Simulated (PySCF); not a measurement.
## RuHF: from structure and modes to constants

Computed with PySCF, UPBE0, basis Ru def2-TZVP with ECP28, H def2-TZVP, F def2-TZVP (scalar-relativistic core potentials, no spin–orbit coupling, density fitting).

The quintet minimum has Cs symmetry. Masses (u): Ru 101.90435, H 1.00782, F 18.99840.

```xyz
3
charge 0 multiplicity 5, angstrom
Ru   -0.2701    0.0000   -0.0786
H    -1.9081    0.0000    0.2148
F     1.5525    0.0000    0.4463
```

Harmonic wavenumbers (cm⁻¹): 317.1 (a', ×1), 610.8 (a', ×1), 1887.7 (a', ×1).

Question: What is the harmonic zero-point energy?

Answer: Half the sum of all 3 wavenumbers, 2815/2 = 1408 cm⁻¹, which is 16.8 kJ/mol (1 cm⁻¹ = 0.0119627 kJ/mol).

Question: Find the vibrational entropy and heat capacity at 298.15 K.

Answer: With u = 1.43878 ω/T, each mode gives S = R[u/(eᵘ−1) − ln(1−e⁻ᵘ)] and C = R u² eᵘ/(eᵘ−1)².
| ω (cm⁻¹) | u | S (J/(mol K)) | C (J/(mol K)) |
| --- | --- | --- | --- |
| 317.1 | 1.530 | 5.54 | 6.87 |
| 610.8 | 2.947 | 1.81 | 4.22 |
| 1887.7 | 9.109 | 0.01 | 0.08 |
The sums over all modes are S = 7.4 and C = 11.2 J/(mol K); the softest mode gives 75 % of the entropy.

This need not be the most stable arrangement of these atoms. Other spin states or occupations of the open shell can lie lower.
